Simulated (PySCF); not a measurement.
Broadened absorption spectrum of TcO3F

Species: TcO3F (singlet state).
Bonds: Tc1–O2, Tc1–O3, Tc1–O4, Tc1–F5.

Method used: TDDFT wB97X-D/def2-SVPD, vertical, gas phase, core orbitals frozen in the response, def2 core potentials past Kr in PySCF 2.14.0, density-fitted response routines. Geometry: PBE0-D3(BJ)/def2-SVP; no solvent, vibrations or thermal averaging. Spin–orbit coupling is left out.

Computed states:

```json
{"state": "S1", "E (eV)": "4.18", "f": "0.0004"}
{"state": "S2", "E (eV)": "4.19", "f": "0.0005"}
{"state": "S3", "E (eV)": "4.64", "f": "0.0000"}
{"state": "S4", "E (eV)": "4.64", "f": "0.0039"}
{"state": "S5", "E (eV)": "4.88", "f": "0.0032"}
{"state": "S6", "E (eV)": "4.89", "f": "0.0032"}
{"state": "S7", "E (eV)": "5.54", "f": "0.010"}
{"state": "S8", "E (eV)": "5.55", "f": "0.010"}
{"state": "S9", "E (eV)": "5.61", "f": "0.0001"}
```

Broadening: Gaussians 0.3 eV wide at half height, area fixed by f = 4.319×10⁻⁹ ∫ε dν̃. The width is an assumption, not a result. The curve ends short of the highest state used, and states not computed would add to its high-energy end.

(1) Give the broadened spectrum and its maxima.

(2) On this curve, what absorbance would a 10⁻⁴ mol/L sample give at 254 nm over a 1 cm path?

(3) Coming from long wavelengths, where does ε first pass 100 L mol⁻¹ cm⁻¹?

Answers

(1) 
```tsv
λ (nm)	ε (L mol⁻¹ cm⁻¹)
247.3	354
249.7	491
252.1	598
254.6	653
257.0	651
259.4	616
261.8	567
264.2	515
266.7	457
269.1	392
271.5	319
273.9	243
276.3	174
278.8	118
281.2	82
283.6	64
286.0	60
288.4	64
290.9	72
293.3	79
295.7	82
298.1	80
300.5	73
302.9	63
305.4	50
307.8	38
310.2	27
312.6	18
315.0	12
317.5	7
319.9	4
322.3	2
324.7	1
327.1	1
329.6	0
332.0	0
```

Maxima: 296 nm (4.19 eV), ε about 82, made up of S1 (49%) and S2 (50%); 256 nm (4.85 eV), ε about 660, made up of S4 (15%), S5 (43%) and S6 (43%) (ε in L mol⁻¹ cm⁻¹; maxima over ε = 5, shares over 10%).

(2) 254 nm is 4.881 eV, where ε is about 650 L mol⁻¹ cm⁻¹, so A = ε c l ≈ 0.065 (Beer–Lambert, with the gas-phase spectrum and the assumed width).

(3) At about 280 nm (4.43 eV), 0.25 eV above S1.
